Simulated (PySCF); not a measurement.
Compound: C6H9O (doublet state).
Cartesian coordinates in Å at the GFN2-xTB level; atoms count from 1:
```xyz
16
C6H9O angstrom
C     -2.377   -0.249    0.462
C     -1.514   -0.036   -0.783
C     -0.084    0.143   -0.415
C      0.703    1.198   -0.409
C      2.087    0.911    0.041
C      1.923   -0.592    0.396
O      0.586   -0.980    0.064
H     -2.028   -1.121    1.010
H     -3.415   -0.404    0.180
H     -2.316    0.619    1.115
H     -1.601   -0.907   -1.436
H     -1.848    0.849   -1.327
H      2.819    1.070   -0.754
H      2.378    1.507    0.906
H      2.071   -0.768    1.466
H      2.608   -1.230   -0.169
```

The hyperfine couplings belong to this conformer and change with its torsions.

Identity: `C1C[C]=C(CC)O1` [radical].

Method: PySCF 2.14.0, UKS B3LYP, pcH-1 on C H O, non-relativistic, mean-field spin-orbit, GIAO. Isolated species at its GFN2-xTB geometry (one conformer only). A GFN2-xTB geometry isn't a minimum of the functional, and hyperfine couplings can be far from their values at a DFT geometry. No stability test was run, so a lower SCF solution isn't excluded.

(1) Give the principal g shifts and their parts.

(2) What effective moment and Curie constant follow for a powder?

(3) Average each term over the three axes. Which is largest in size?

(4) In a frozen sample, at which fields do the three g values resonate at 9.5, 34, 94 and 263 GHz (hyperfine left aside), and which band first spreads them over more than twice a line width of 0.3 mT?

## Answers

(1) 
```json
{"Δg (ppm)": "relativistic mass correction", "1": "-165", "2": "-165", "3": "-165"}
{"Δg (ppm)": "gauge correction", "1": "39", "2": "24", "3": "4"}
{"Δg (ppm)": "orbital Zeeman/spin–orbit", "1": "-1321", "2": "38", "3": "139"}
{"Δg (ppm)": "total", "1": "-1447", "2": "-103", "3": "-22"}
```

So g = 2.00087, 2.00222, 2.00230 and g_iso = 2.00180; the tensor is close to axial: the two nearest values differ by 6 % of g3 − g1. Axes: g1 points within 9° of the C2–C3 bond.

(2) With the mean of g² = 4.0072 and S(S+1) = 0.75: μ_eff = √(⟨g²⟩S(S+1)) = 1.734 μB and χT = 0.12505·⟨g²⟩·S(S+1) = 0.376 cm³ K/mol (cgs; spin-Hamiltonian part alone).

(3) The orbital-Zeeman/spin–orbit term -381, the mass correction -165 and the gauge correction 22 ppm, for a total of -524 ppm. The orbital-Zeeman/spin–orbit term is the largest in size. The mass correction is the same along every axis, so the anisotropy comes from the other two: their spans along these axes are 36 (gauge) and 1460 ppm (orbital Zeeman/spin–orbit).

(4) 
```tsv
band	GHz	B(g3) mT	B(g2) mT	B(g1) mT	spread mT
X	9.5	338.99	339.00	339.23	0.24
Q	34.0	1213.22	1213.27	1214.08	0.86
W	94.0	3354.19	3354.33	3356.58	2.39
J	263.0	9384.60	9384.98	9391.28	6.68
```

The spread grows in proportion to the frequency. Q band is the first where it exceeds 0.6 mT.

The largest Mulliken spin populations are on C4 (+1.02) and C3 (-0.11). C4 is the only atom above +0.15. The positive populations add up to 1.13 and the negative ones to -0.13, together 2S = 1.

The HOMO–LUMO gaps are 6.67 eV among the α and 2.94 eV among the β orbitals.

On an Arm Neoverse V2 with one thread, no GPU, shared host with 96 logical CPUs at a one-minute load of 40, this took 55 s of wall time (with the writing of density and orbital grids) and 0.97 GiB of memory at its peak.
